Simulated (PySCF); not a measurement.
C₂H₁₀OSi₂, SMILES OCC[SiH2][SiH3].

The structure is a stationary point at B3LYP-D3(BJ)/def2-SVP. One conformer was computed; it need not be the lowest.

Calculation: B3LYP-D3(BJ)/def2-SVP (PySCF).

Frequencies are harmonic and unscaled.

```
mode  ν (cm⁻¹)  IR (km/mol)  moving atoms (share of kinetic energy)
----  --------  -----------  --------------------------------------
1           56          1.2          H 43 %, Si 28 %, C 20 %, O 8 %
2           82          2.7         H 46 %, O 22 %, C 19 %, Si 12 %
3          100          0.1                  H 77 %, Si 12 %, O 8 %
4          149          1.8         C 40 %, H 35 %, Si 15 %, O 11 %
5          216          4.8          C 42 %, H 32 %, Si 17 %, O 9 %
6          311        102.6                                  H 86 %
7          361          6.4                                  H 91 %
8          380         41.4         O 35 %, Si 32 %, H 21 %, C 12 %
9          429          3.4                  Si 72 %, H 15 %, O 9 %
10         501         15.7                         H 82 %, Si 17 %
11         561          0.8                         H 73 %, Si 22 %
12         679          0.4                          H 84 %, Si 9 %
13         686          5.3                          H 71 %, C 25 %
14         771         24.5                  H 61 %, C 28 %, Si 9 %
15         794        259.9                         H 79 %, Si 13 %
16         884        189.5                          H 88 %, Si 9 %
17         935         14.7                                  H 97 %
18         945         34.0                                  H 97 %
19         952         98.0                                  H 97 %
20         956         54.5                          H 78 %, C 18 %
21        1026         23.2                          C 68 %, H 26 %
22        1091        123.4                  C 45 %, O 36 %, H 18 %
23        1138         23.5                          H 84 %, C 15 %
24        1195         11.6                          H 64 %, C 32 %
25        1295         18.0                          H 82 %, C 17 %
26        1378          0.8                          H 82 %, C 13 %
27        1413         56.0                          H 82 %, C 14 %
28        1440          7.5                          H 88 %, C 12 %
29        1493          0.7                           H 92 %, C 8 %
30        2195         84.7                                  H 97 %
31        2202         55.3                                  H 97 %
32        2205          6.2                                  H 98 %
33        2213        168.1                                  H 96 %
34        2216        142.9                                  H 96 %
35        2967         53.6                                  H 93 %
36        3016         11.1                                  H 94 %
37        3065         11.3                           H 92 %, C 8 %
38        3082         23.2                           H 91 %, C 9 %
39        3808         26.1                                  H 94 %
```
